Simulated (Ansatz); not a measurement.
A CCSD(T) single point on `[AlH2][CH]([AlH2])[GeH3]`.

```yaml
crystal:
  periodic: [false, false, false]
  atoms:
    - {symbol: Al, position_ang: [-1.088077, 1.600441, -0.213971]}
    - {symbol: C, position_ang: [0.276370, 0.349401, 0.348508]}
    - {symbol: Al, position_ang: [-0.233342, -0.927915, 1.709294]}
    - {symbol: Ge, position_ang: [0.917289, -0.633085, -1.228399]}
    - {symbol: H, position_ang: [-2.239580, 1.115706, -1.193419]}
    - {symbol: H, position_ang: [-1.047275, 3.098064, 0.310383]}
    - {symbol: H, position_ang: [1.094066, 0.947592, 0.771195]}
    - {symbol: H, position_ang: [-1.122256, -2.182099, 1.312956]}
    - {symbol: H, position_ang: [0.237512, -0.709911, 3.209392]}
    - {symbol: H, position_ang: [1.432450, 0.334160, -2.315628]}
    - {symbol: H, position_ang: [-0.230798, -1.468871, -1.815991]}
    - {symbol: H, position_ang: [2.080442, -1.578883, -0.860319]}
basis:
  gaussian: {orbitals: def2-TZVPP}
correlation: {method: ccsd_t}
output: {orbitals: {seedname: orbitals}}
```

```sh
$ ansatz run in.yaml --threads 4 --pin off --events-out ev --progress --plain --max-ram 10444MiB
```

The program prints (abridged):

```
Functional definition: HF
1608 factors; integrals over basis functions are off by at most 1.5e-3 eV
mean field evaluation 1: about -70793.2836 eV, gradient 3.4e1 eV
mean field evaluation 2: about -70793.4240 eV, gradient 3.4e1 eV
mean field evaluation 4: about -70796.7646 eV, gradient 3.8e0 eV
mean field evaluation 8: about -70796.8276 eV, gradient 1.9e-1 eV
mean field -70796.82771383 eV, -2601.7354306698 hartree, gradient 2.3e-6 eV, S^2 0.000000; 0 other end points of the search recorded, 0 dependent functions left out
20 core orbitals not correlated: weight in the atoms' cores, before any rotation towards them, 1.000 or more for the frozen orbitals, at most 0.000 for the correlated occupied ones
reference -70796.82771383 eV, -2601.7354306698 hartree; 16, 16 occupied and 239, 239 virtual orbitals, 1608 factors
second order -16.52917712 eV of doubles, -0.00000000 eV of singles
cycle   1  -17.20249723 eV  change   -6.7e-1 eV  update   1.0e-1
cycle   2  -17.85207435 eV  change   -6.5e-1 eV  update   3.2e-2
cycle   3  -17.92459826 eV  change   -7.3e-2 eV  update   1.4e-2
cycle   4  -17.91776159 eV  change    6.8e-3 eV  update   3.5e-3
cycle   5  -17.91739764 eV  change    3.6e-4 eV  update   1.3e-3
cycle   6  -17.91690830 eV  change    4.9e-4 eV  update   4.1e-4
cycle   7  -17.91683707 eV  change    7.1e-5 eV  update   1.7e-4
cycle   8  -17.91688386 eV  change   -4.7e-5 eV  update   6.6e-5
cycle   9  -17.91689516 eV  change   -1.1e-5 eV  update   2.2e-5
perturbative correction -0.64890658 eV, -0.0238468770 hartree
Total energy: -70815.39351557 eV, -2602.4177112994 hartree
```

Hardware: 4 threads of an AMD EPYC 9R45 on a shared host. Wall time 69 s, peak host memory 6.8 GiB.

Correlation energy per correlated electron: -0.580 eV. T1 diagnostic: 0.0115.
